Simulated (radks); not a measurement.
Q: The cerium ion Ce+ is in [Xe] 4f2 6s1. All-electron calculation, scalar-relativistic Kohn-Sham, r2SCAN, spin-polarised, spherical densities, finite nucleus; meta-GGA in the generalised Kohn-Sham scheme; Fermi nuclear charge, rms radius of each element as measured or else 0.836 A^(1/3) + 0.57 fm. Program: a radial shooting solver on a logarithmic mesh with Libxc functionals. Open shells are filled with parallel spins first. One electron is removed from 6s, 4f, 5p, 5s in turn, with full relaxation. Which removal costs least, and what does each cost?

A: 6s 10.418 eV; 4f 13.275 eV; 5p 31.453 eV; 5s 48.900 eV. The 6s electron leaves first.
